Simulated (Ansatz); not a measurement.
Molecule: sum formula RhB$_{2}$O, net charge -1, singlet state. 
Coordinates optimised at B3LYP-D3(BJ)/def2-TZVP (Ansatz, an electronic-structure program):
```xyz
4

Rh     0.3551    -0.2225     0.3741
B     -0.8270     0.1733     1.5844
B     -0.5367     0.4399    -1.3029
O     -1.1451     0.8685    -2.2805
```
Charge -1, spin multiplicity 1.

Total electronic energies in hartree. Cores are frozen in the correlated levels unless marked. No spin-orbit coupling. The frozen core is the preceding noble-gas configuration, with the filled d and f shells of earlier blocks. In def2 rows, elements after Kr have scalar-relativistic effective core potentials. STO-3G rows are all-electron and non-relativistic. CBS marks a two-point X^-3 extrapolation of the correlation energy; Hartree-Fock from the larger set. [CCSD(T)-MP2]/basis is that difference in the basis named.

The Hartree-Fock reference is unstable (checked in the largest basis), which strains HF and MP2. The T1 diagnostic of CCSD in the largest basis is 0.035, which is high, so the coupled-cluster rows are less sure than usual.

| level | program | energy (Eh) |
|---|---|---|
| HF/def2-SVP | Ansatz | -233.80089 |
| RI-HF/def2-TZVPPD | Ansatz | -233.98483 |
| PBE/def2-TZVPD | Ansatz | -235.49219 |
| revPBE-D3(BJ)/def2-TZVPD | Ansatz + dftd3 | -235.65903 |
| revPBE-D4/def2-TZVPD | Ansatz + dftd4 | -235.66325 |
| revPBE/def2-TZVPD | Ansatz | -235.64981 |
| r2SCAN-D4/def2-TZVPD | Ansatz + dftd4 | -235.58406 |
| PBE0-D3(BJ)/def2-TZVPD | Ansatz + dftd3 | -235.43655 |
| r2SCANh/def2-TZVPD | Ansatz | -235.54712 |
| r2SCAN0-D4/def2-TZVPD | Ansatz + dftd4 | -235.49642 |
| r2SCAN0/def2-TZVPD | Ansatz | -235.49502 |
| LC-wPBE/def2-TZVPD | Ansatz | -235.48872 |
| B2GP-PLYP-D4/def2-TZVPD | Ansatz + dftd4 | -235.24739 |
| RPA@PBE/def2-TZVPP | Ansatz | -235.13575 |
| RPA@PBE/def2-QZVPP | Ansatz | -235.23248 |
| MP2/STO-3G | Ansatz | -4762.44912 |
| MP2/def2-SVP | Ansatz | -234.48768 |
| MP2/def2-TZVPP | Ansatz | -234.87157 |
| MP2/def2-TZVPPD | Ansatz | -234.87553 |
| SCS-MP2/def2-SVPD | Ansatz | -234.46319 |
| SCS-MP2/def2-TZVPP | Ansatz | -234.80769 |
| CCSD/def2-TZVPPD | Ansatz | -234.79278 |
| RI-MP2/CBS(def2-TZVPPD,def2-QZVPPD)+[CCSD(T)-MP2]/def2-TZVPPD | Ansatz | -234.9521 |

Totals of different functionals don't rank their quality; only differences between species are comparable.
